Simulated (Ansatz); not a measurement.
Cd11H28S11. Charge 0, multiplicity 1. Geometry PBE-D4/def2-SVP, loosely relaxed; atoms count from 1.

```xyz
50

Cd   -0.791    0.034    4.680
S    -2.159    2.690    3.591
Cd   -2.626   -2.208    2.845
S    -2.729   -3.489    0.139
S    -1.958    0.030    1.875
Cd   -2.975    0.062   -0.520
Cd   -1.198    4.137    1.233
S    -2.032    2.715   -0.820
Cd   -1.667   -3.195   -2.644
S    -1.249   -0.724   -2.299
Cd    0.794   -1.567   -4.399
Cd   -0.551    3.395   -2.880
S    -0.725    1.166   -4.783
S     0.000   -2.941    2.632
Cd    0.564   -0.247    1.982
S     0.939    2.675    1.533
Cd    2.208   -3.410    0.998
S     0.687   -3.654   -1.326
S     2.516   -0.852    0.589
Cd    1.144   -0.871   -1.468
Cd    2.714    3.483   -0.174
S     1.488    2.057   -1.953
H    -1.999   -0.453    5.742
H     0.761    0.411    3.934
H    -3.413    2.236    3.338
H    -2.599    3.740    4.358
H    -3.752   -3.118    3.723
H    -4.069   -3.630   -0.069
H    -2.549   -4.811    0.420
H    -4.659   -0.174   -0.760
H    -1.581    5.757    1.576
H    -3.133    3.460   -1.122
H    -2.473   -4.414   -3.499
H    -0.017   -2.454   -5.574
H     2.032   -0.891   -3.340
H    -0.719    4.754   -3.884
H    -2.005    0.714   -4.847
H    -0.810    1.848   -5.972
H     0.466   -3.352    3.844
H     3.712   -0.257    3.204
H     3.821   -0.122    3.954
H     1.410    3.233    2.684
H     3.196   -4.740    1.406
H     1.519   -4.380   -2.120
H     4.557   -1.142   -1.430
H     4.094    1.152    0.457
H     4.970   -1.256   -2.071
H     3.966    4.626   -0.173
H     4.555    1.777    0.408
H     2.324    2.199   -3.019
```

In the def2 sets Cd takes a core potential; there is no spin–orbit coupling. Single mean-field runs in def2-SVP are fitted with def2-universal-jkfit. The geometry of the charge 0 singlet is only loosely relaxed. In the singlet geometry the species has come apart into loosely held pieces. In the singlet, H40 and H41 lie 0.77 Å apart, H45 and H47 lie 0.77 Å apart, H46 and H49 lie 0.78 Å apart (atoms count from 1), so H2 has formed as a molecule.

Estimate the Mulliken populations of the heavy atoms from the PBE0/def2-SVP orbitals of Ansatz.


| atom | charge (e) | d electrons |
| --- | --- | --- |
| Cd1 | 0.39 | 9.95 |
| S2 | -0.10 | – |
| Cd3 | 0.45 | 9.98 |
| S4 | -0.12 | – |
| S5 | -0.74 | – |
| Cd6 | 0.40 | 9.98 |
| Cd7 | 0.43 | 9.98 |
| S8 | -0.45 | – |
| Cd9 | 0.45 | 9.98 |
| S10 | -0.74 | – |
| Cd11 | 0.39 | 9.95 |
| Cd12 | 0.43 | 9.98 |
| S13 | -0.10 | – |
| S14 | -0.48 | – |
| Cd15 | 0.41 | 10.04 |
| S16 | -0.44 | – |
| Cd17 | 0.50 | 9.98 |
| S18 | -0.48 | – |
| S19 | -0.61 | – |
| Cd20 | 0.40 | 10.04 |
| Cd21 | 0.44 | 9.98 |
| S22 | -0.44 | – |
Mulliken values depend strongly on the basis.

And the Mayer bond orders between heavy atoms (over 0.3)?

Cd3–S5 0.56 (2.53 Å); Cd3–S14 0.33 (2.74 Å); S5–Cd6 0.46 (2.60 Å); S5–Cd15 0.57 (2.54 Å); Cd6–S10 0.46 (2.60 Å); Cd7–S8 0.44 (2.63 Å); Cd7–S16 0.45 (2.61 Å); S8–Cd12 0.44 (2.63 Å); Cd9–S10 0.56 (2.53 Å); Cd9–S18 0.33 (2.74 Å); S10–Cd20 0.57 (2.54 Å); Cd12–S22 0.45 (2.61 Å); S14–Cd15 0.32 (2.83 Å); Cd15–S19 0.70 (2.47 Å); S16–Cd21 0.46 (2.59 Å); Cd17–S19 0.46 (2.61 Å); S18–Cd20 0.32 (2.82 Å); S19–Cd20 0.70 (2.47 Å); Cd21–S22 0.46 (2.59 Å).
